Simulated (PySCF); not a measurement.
# Static response to an electric field

C6H9BS.
Cartesian coordinates in Å at the PBE0-D3(BJ)/def2-SVP level; atoms count from 1:
```
atom  x, y, z in Å
C1    -1.8134    1.7055   -0.2298
B2    -1.1885    0.2730   -0.0461
C3    -2.1285   -0.9910    0.0665
C4     0.3433    0.0639    0.0240
C5     1.0645   -1.1092    0.1949
C6     2.4667   -0.9300    0.2098
C7     2.8184    0.3926    0.0502
S8     1.4494    1.3941   -0.1169
H9    -1.1015    2.5355   -0.3504
H10   -2.4987    1.7034   -1.0955
H11   -2.4551    1.9262    0.6422
H12   -3.2002   -0.7453    0.0885
H13   -1.8918   -1.5900    0.9618
H14   -1.9544   -1.6594   -0.7953
H15    0.5770   -2.0795    0.3069
H16    3.1932   -1.7342    0.3330
H17    3.8232    0.8138    0.0238
```

Level: wB97X-D/def2-SVPD (PySCF), static field, nuclei fixed, core orbitals frozen in the response. The polarisability tensor in these axes (au):

```
x   131.89  -2.97   2.20
y    -2.97 108.44  -4.89
z     2.20  -4.89  69.54
```

What are the eigenvalues, a third of the trace, and Δα (Δα² = ½Σ(αi − αj)² over the three pairs)?

Principal values 68.88, 108.60 and 132.38 au; mean 103.29 au = 15.31 Å³ = 17.03 × 10⁻⁴⁰ C²·m²/J; Δα = 55.57 au (54 % of the mean).

What is the dipole moment, and where does it point?

(0.57, -0.70, 0.09) D, 0.90 D in size, pointing from the negative to the positive side. Measured along this direction, the outermost atoms are H10 and H11 at the negative end and H16 at the positive end.

What are the principal values of the traceless quadrupole moment, Θ = ½Σq(3rr − r²1), about the centre of nuclear charge?

-5.76, -0.14, 5.91 D·Å. The values depend on the origin, since the dipole doesn't vanish. The electronic extent ⟨r²⟩ about the same centre is 1260 bohr², a root-mean-square distance of 2.31 Å for the 66 electrons.

In a dilute gas of rigid molecules at 298 K, how does the orientational term μ²/3kT compare with the electronic polarisability?

In Gaussian units μ²/3kT = 6.61 Å³ against 15.31 Å³, a ratio of 0.43; the Debye molar polarisation (4π/3)N_A(α + μ²/3kT) is 55.3 cm³/mol, leaving out the vibrational part.

Molar refractivity from α?

Lorentz–Lorenz: R = (4π/3)N_A α = 2.5225 cm³/(mol·Å³) × 15.31 Å³ = 38.6 cm³/mol, in the limit of long wavelengths.

Find the Langevin capture rate constant for NH4+ (18.034 u) meeting this molecule (124.052 u), k = 2.342 × 10⁻⁹ cm³/s × √(α in Å³ / reduced mass in u).

The reduced mass is 15.75 u, so k = 2.31 × 10⁻⁹ cm³/s. The formula leaves out the permanent dipole, which adds to the capture rate.

Rayleigh depolarisation ratio (linearly polarised light, static tensor)?

ρ = 3Δα²/(45ᾱ² + 4Δα²) = 9263.0/(480094 + 12350.6) = 0.0188.

Geometry: PBE0-D3(BJ)/def2-SVP; no solvent, vibrations or thermal averaging.
